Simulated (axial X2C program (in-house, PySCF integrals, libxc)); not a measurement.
# EuF⁺: the levels of the configuration f6 s1

Calculated with an in-house all-electron X2C program for linear molecules (integrals from PySCF): two-component X2C with atomic mean-field Coulomb and Gaunt terms, basis Eu dyall-v3z, F dyall-v3z (cores contracted in-house). Orbitals come from Hartree–Fock averaged over the configuration Eu f6 s1; CI then distributes these electrons over the f, s shells of Eu.

R = 1.939 Å (near the minimum of the configuration average).

Active spinors (ω > 0):

```
shell    ω  ε (eV)                    character
    f  5/2  -10.35                    100% Eu f
    f  3/2  -10.25                    100% Eu f
    f  1/2  -10.14                     99% Eu f
    f  7/2   -9.82                    100% Eu f
    f  5/2   -9.75                    100% Eu f
    f  3/2   -9.65                    100% Eu f
    f  1/2   -9.58                     99% Eu f
    s  1/2   -8.35  80% Eu s, 13% Eu d, 5% Eu p
```

Lowest levels of this model:

```json
{"Ω": "1/2", "energy (cm⁻¹)": "0", "g∥": "2.13", "configuration": "100% f6 s1"}
{"Ω": "3/2", "energy (cm⁻¹)": "238", "g∥": "6.11", "configuration": "100% f6 s1"}
{"Ω": "5/2", "energy (cm⁻¹)": "758", "g∥": "9.73", "configuration": "100% f6 s1"}
{"Ω": "1/2", "energy (cm⁻¹)": "1153", "g∥": "3.25", "configuration": "100% f6 s1"}
{"Ω": "3/2", "energy (cm⁻¹)": "1506", "g∥": "6.28", "configuration": "100% f6 s1"}
{"Ω": "7/2", "energy (cm⁻¹)": "1613", "g∥": "13.08", "configuration": "100% f6 s1"}
{"Ω": "1/2", "energy (cm⁻¹)": "1792", "g∥": "2.39", "configuration": "100% f6 s1"}
{"Ω": "5/2", "energy (cm⁻¹)": "2164", "g∥": "8.80", "configuration": "100% f6 s1"}
{"Ω": "3/2", "energy (cm⁻¹)": "2331", "g∥": "5.11", "configuration": "100% f6 s1"}
{"Ω": "1/2", "energy (cm⁻¹)": "2522", "g∥": "2.43", "configuration": "100% f6 s1"}
{"Ω": "7/2", "energy (cm⁻¹)": "2996", "g∥": "11.28", "configuration": "100% f6 s1"}
{"Ω": "5/2", "energy (cm⁻¹)": "3085", "g∥": "8.55", "configuration": "100% f6 s1"}
{"Ω": "9/2", "energy (cm⁻¹)": "3141", "g∥": "15.21", "configuration": "100% f6 s1"}
{"Ω": "3/2", "energy (cm⁻¹)": "3284", "g∥": "4.89", "configuration": "100% f6 s1"}
{"Ω": "5/2", "energy (cm⁻¹)": "4089", "g∥": "6.80", "configuration": "100% f6 s1"}
{"Ω": "7/2", "energy (cm⁻¹)": "4284", "g∥": "10.12", "configuration": "100% f6 s1"}
{"Ω": "9/2", "energy (cm⁻¹)": "4490", "g∥": "13.81", "configuration": "100% f6 s1"}
{"Ω": "11/2", "energy (cm⁻¹)": "4679", "g∥": "17.52", "configuration": "100% f6 s1"}
{"Ω": "7/2", "energy (cm⁻¹)": "5547", "g∥": "9.45", "configuration": "100% f6 s1"}
{"Ω": "9/2", "energy (cm⁻¹)": "5789", "g∥": "12.92", "configuration": "100% f6 s1"}
{"Ω": "11/2", "energy (cm⁻¹)": "6016", "g∥": "16.42", "configuration": "100% f6 s1"}
{"Ω": "13/2", "energy (cm⁻¹)": "6232", "g∥": "19.96", "configuration": "100% f6 s1"}
{"Ω": "9/2", "energy (cm⁻¹)": "7748", "g∥": "13.44", "configuration": "100% f6 s1"}
{"Ω": "11/2", "energy (cm⁻¹)": "9415", "g∥": "15.96", "configuration": "100% f6 s1"}
```

g∥ is the magnitude of 2⟨Lz + ge Sz⟩ for the +Ω component.

Task: From Ω and g∥ of the lowest level, whose 2⟨Lz + ge Sz⟩ is positive, find ⟨Sz⟩ and ⟨Lz⟩ (ge = 2.0023).

Result: Ω = ⟨Lz⟩ + ⟨Sz⟩ = 1/2 and ⟨Lz⟩ + ge⟨Sz⟩ = 1.065, so ⟨Sz⟩ = 0.56 and ⟨Lz⟩ = -0.06.

Occupations of the active spinors in the lowest level by ω, shell by shell in order of energy: -7/2: 0.34; -5/2: 0.64 0.33; -3/2: 0.63 0.26; -1/2: 0.63 0.14 0.39; 1/2: 0.58 0.15 0.61; 3/2: 0.54 0.31; 5/2: 0.51 0.44; 7/2: 0.49. The leading determinant has weight 0.06 among 1101.

This point took 2 s on 1 thread of Arm Neoverse V1 (shared host).

Dynamic correlation is missing, so gaps between terms are too wide and other configurations may lie lower; the lowest level listed is that of this model, not necessarily the ground state. At most 4 roots were kept for each Ω > 0 (twice that for Ω = 0) within 2.2 eV of the lowest, so higher up levels can be missing between those listed; levels with Ω > 0 are doubly degenerate and listed once, Ω = 0 levels singly.
